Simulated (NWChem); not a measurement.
System: C₂H₆N, doublet; SMILES C[CH]N

The following NWChem deck was run.

```
start job
memory heap 200 mb stack 900 mb global 1100 mb
geometry units angstroms noautosym nocenter noautoz
  C      0.190104     1.247043    -0.016604
  C     -0.516132    -0.053393     0.111354
  N      0.216015    -1.220538    -0.099023
  H     -0.464742     2.081045     0.275295
  H      1.084550     1.290261     0.632211
  H      0.543626     1.451368    -1.049817
  H     -1.570995    -0.116906    -0.175302
  H      1.139029    -1.218604     0.327391
  H     -0.276538    -2.076152     0.135332
end
basis spherical
  * library 6-311g**
end
dft
  odft
  mult 2
  xc m06-2x
  iterations 150
end
cosmo
  do_cosmo_smd true
  solvent water
end
task dft energy
```

All runs use the structure optimised with PBE0/def2-SVP, spin-unrestricted. No stability test was run on the SCF state. Solvent: water.

Solvent water, SMD (1 M gas to 1 M solution), gas-phase geometry. Reactions with the solvent are ignored.

Problem. Predict the main results of this run. (M06-2X/6-311G** (spherical d), spin-unrestricted, SMD on the gas-phase geometry.) Quantities: basis functions; solvation free energy (kcal/mol); cavity-dispersion-structure term (kcal/mol); dipole in solution (D).

Solution. 
| Quantity | Result |
|---|---|
| number of basis functions | 90 |
| solvation free energy (kcal/mol) | -2.3 |
| cavity-dispersion-structure term (kcal/mol) | 3.0 |
| dipole in solution (D) | 1.28 |
